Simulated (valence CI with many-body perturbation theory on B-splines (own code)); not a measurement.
Forbidden lines of W50+

Computed by valence CI with perturbative core correlation (CI+MBPT): six valence electrons over a frozen Dirac-Fock core [Ar], radial functions for each j: 7 s, 7 p, 8 d, 6 f, 4 g, 1 h, with the one-electron correlation potential Σ1, the two-electron term Σ2, the three-electron term Σ3, Breit, model QED; selected CI, second order for the rest, scaled by the run's own slope (own B-spline code, finite nucleus).

The last digits are not significant, and no measured levels were compared; by estimate large intervals hold to a few tenths of a per cent, small ones and those within an open d or f shell to about a per cent. Core correlation moves these levels by up to 15000 cm⁻¹, and in measured spectra 5 to 20 % of such shifts remained as error; rates that hang on mixing are uncertain with them. Among the levels kept, up to 1000 cm⁻¹ of a level comes from second order outside the variational space, and about a tenth of that is noise between levels of different J, which matters for small intervals. The list stops below the first excitations out of the core. Only levels of the ground parity were solved; by the run's estimate the other parity begins above the list, which can be wrong where configurations are misplaced.

Lines 51 to 100 of 107 in falling wavelength, among levels below 2064700 cm⁻¹, chosen from the decays that carry over 1 % of a level's rate. Wavelengths and rates use the calculated energies. Electric multipoles are in the length gauge with retardation, E1 and E2 with the static RPA response of the core. M1 uses the relativistic operator with retardation. Weak lines are less certain than strong ones. Lines between different terms over intervals too small for the method are left out, as are lines whose strength nearly cancels. The highest levels of a list are the least certain. Branching is blank where the lifetime is uncertain.

Levels are named by their leading jj configuration (3d3/2^4 stands for four electrons in 3d with j = 3/2), which in mixed levels can hold well under half, so a name can repeat and another be missing. Letters in brackets count levels of one name in rising energy.

```
λ vac (nm)                      Upper                      Lower  Type   A (s⁻¹)  Branch %
     17.38  (3d3/2^3 3d5/2^3) J=2 [a]      (3d3/2^4 3d5/2^2) J=2    M1  2.04e+06      99.8
     17.24      (3d3/2^2 3d5/2^4) J=1  (3d3/2^3 3d5/2^3) J=2 [a]    M1  6.51e+05      14.1
     17.21        (3d3/2 3d5/2^5) J=1  (3d3/2^2 3d5/2^4) J=0 [a]    M1  2.44e+06      19.8
     17.19      (3d3/2^3 3d5/2^3) J=6      (3d3/2^4 3d5/2^2) J=4    E2  3.50e+01     100.0
     17.17      (3d3/2^3 3d5/2^3) J=5      (3d3/2^4 3d5/2^2) J=4    M1  6.63e+05      99.6
     17.15  (3d3/2^2 3d5/2^4) J=4 [b]  (3d3/2^3 3d5/2^3) J=3 [b]    M1  4.97e+05      17.3
     17.05      (3d3/2^2 3d5/2^4) J=6      (3d3/2^3 3d5/2^3) J=5    M1  5.89e+05      29.4
     17.03  (3d3/2^3 3d5/2^3) J=3 [b]      (3d3/2^4 3d5/2^2) J=2    M1  3.13e+05      23.2
     17.03      (3d3/2^2 3d5/2^4) J=6      (3d3/2^3 3d5/2^3) J=6    M1  1.41e+06      70.6
     16.94  (3d3/2^2 3d5/2^4) J=4 [a]  (3d3/2^3 3d5/2^3) J=4 [a]    M1  4.71e+06      79.4
     16.85  (3d3/2^2 3d5/2^4) J=4 [c]  (3d3/2^3 3d5/2^3) J=3 [c]    M1  1.43e+06      43.4
     16.83  (3d3/2^2 3d5/2^4) J=2 [b]  (3d3/2^3 3d5/2^3) J=3 [b]    M1  9.11e+05      27.1
     16.74        (3d3/2 3d5/2^5) J=2      (3d3/2^2 3d5/2^4) J=1    M1  2.16e+06      27.1
     16.68        (3d3/2 3d5/2^5) J=3  (3d3/2^2 3d5/2^4) J=4 [b]    M1  8.98e+05      12.0
     16.51        (3d3/2 3d5/2^5) J=1  (3d3/2^2 3d5/2^4) J=2 [a]    M1  9.71e+06      79.0
     16.50  (3d3/2^2 3d5/2^4) J=2 [b]  (3d3/2^3 3d5/2^3) J=2 [a]    M1  1.61e+06      47.8
     16.27  (3d3/2^2 3d5/2^4) J=4 [c]  (3d3/2^3 3d5/2^3) J=4 [b]    M1  1.11e+06      33.9
     16.20  (3d3/2^2 3d5/2^4) J=3 [a]  (3d3/2^3 3d5/2^3) J=4 [a]    M1  1.94e+06      35.2
     16.05        (3d3/2 3d5/2^5) J=4      (3d3/2^2 3d5/2^4) J=5    M1  2.64e+06      31.7
     16.03      (3d3/2^2 3d5/2^4) J=5  (3d3/2^3 3d5/2^3) J=4 [a]    M1  1.93e+05       5.7
     15.91  (3d3/2^2 3d5/2^4) J=3 [a]  (3d3/2^3 3d5/2^3) J=3 [a]    M1  2.36e+06      42.8
     15.89        (3d3/2 3d5/2^5) J=4  (3d3/2^2 3d5/2^4) J=3 [a]    M1  9.20e+04       1.1
     15.75        (3d3/2 3d5/2^5) J=3  (3d3/2^2 3d5/2^4) J=3 [b]    M1  9.24e+05      12.3
     15.40  (3d3/2^3 3d5/2^3) J=3 [b]      (3d3/2^4 3d5/2^2) J=4    M1  1.02e+06      75.2
     15.38  (3d3/2^2 3d5/2^4) J=4 [b]      (3d3/2^3 3d5/2^3) J=5    M1  1.96e+06      68.2
     15.23        (3d3/2 3d5/2^5) J=4  (3d3/2^2 3d5/2^4) J=4 [a]    M1  4.33e+06      51.9
     15.11      (3d3/2^3 3d5/2^3) J=0      (3d3/2^4 3d5/2^2) J=2    E2  3.62e+03          
     14.91      (3d3/2^2 3d5/2^4) J=1  (3d3/2^3 3d5/2^3) J=1 [a]    M1  1.72e+06      37.3
     14.74  (3d3/2^2 3d5/2^4) J=3 [b]  (3d3/2^3 3d5/2^3) J=4 [a]    M1  3.69e+05       9.8
     14.73        (3d3/2 3d5/2^5) J=2  (3d3/2^2 3d5/2^4) J=3 [a]    M1  2.97e+06      37.2
     14.54  (3d3/2^2 3d5/2^4) J=2 [c]  (3d3/2^3 3d5/2^3) J=3 [b]    M1  2.02e+05       3.9
     14.37        (3d3/2 3d5/2^5) J=3  (3d3/2^2 3d5/2^4) J=3 [a]    M1  2.78e+06      37.1
     14.35  (3d3/2^2 3d5/2^4) J=2 [b]  (3d3/2^3 3d5/2^3) J=1 [a]    M1  5.14e+04       1.5
     14.30  (3d3/2^2 3d5/2^4) J=2 [c]  (3d3/2^3 3d5/2^3) J=2 [a]    M1  2.75e+05       5.3
     14.21  (3d3/2^3 3d5/2^3) J=2 [b]      (3d3/2^4 3d5/2^2) J=2    M1  3.29e+05      82.1
     14.20  (3d3/2^3 3d5/2^3) J=1 [b]      (3d3/2^4 3d5/2^2) J=2    M1  1.64e+05      10.7
     13.92  (3d3/2^3 3d5/2^3) J=3 [c]      (3d3/2^4 3d5/2^2) J=2    M1  4.97e+05      53.6
     13.83        (3d3/2 3d5/2^5) J=3  (3d3/2^2 3d5/2^4) J=4 [a]    M1  6.77e+05       9.0
     13.80  (3d3/2^2 3d5/2^4) J=4 [c]  (3d3/2^3 3d5/2^3) J=3 [b]    M1  3.72e+04       1.1
     13.79  (3d3/2^2 3d5/2^4) J=4 [b]  (3d3/2^3 3d5/2^3) J=3 [a]    M1  2.33e+05       8.1
     13.58  (3d3/2^2 3d5/2^4) J=2 [b]  (3d3/2^3 3d5/2^3) J=3 [a]    M1  5.46e+05      16.3
     13.58  (3d3/2^2 3d5/2^4) J=2 [d]  (3d3/2^3 3d5/2^3) J=3 [c]    M1  8.03e+05      26.0
     13.32  (3d3/2^2 3d5/2^4) J=2 [d]  (3d3/2^3 3d5/2^3) J=1 [b]    M1  9.90e+05      32.0
     13.31  (3d3/2^2 3d5/2^4) J=2 [d]  (3d3/2^3 3d5/2^3) J=2 [b]    M1  1.83e+05       5.9
     13.26        (3d3/2 3d5/2^5) J=2  (3d3/2^2 3d5/2^4) J=2 [a]    M1  1.05e+06      13.1
     13.17  (3d3/2^3 3d5/2^3) J=4 [b]      (3d3/2^4 3d5/2^2) J=4    M1  3.93e+04      55.1
     13.17  (3d3/2^3 3d5/2^3) J=4 [b]      (3d3/2^4 3d5/2^2) J=4    E2  7.91e+02       1.1
     12.96        (3d3/2 3d5/2^5) J=3  (3d3/2^2 3d5/2^4) J=2 [a]    M1  1.95e+05       2.6
     12.81  (3d3/2^3 3d5/2^3) J=3 [c]      (3d3/2^4 3d5/2^2) J=4    M1  4.19e+05      45.2
     12.05  (3d3/2^2 3d5/2^4) J=2 [c]  (3d3/2^3 3d5/2^3) J=3 [a]    M1  4.29e+05       8.3
```
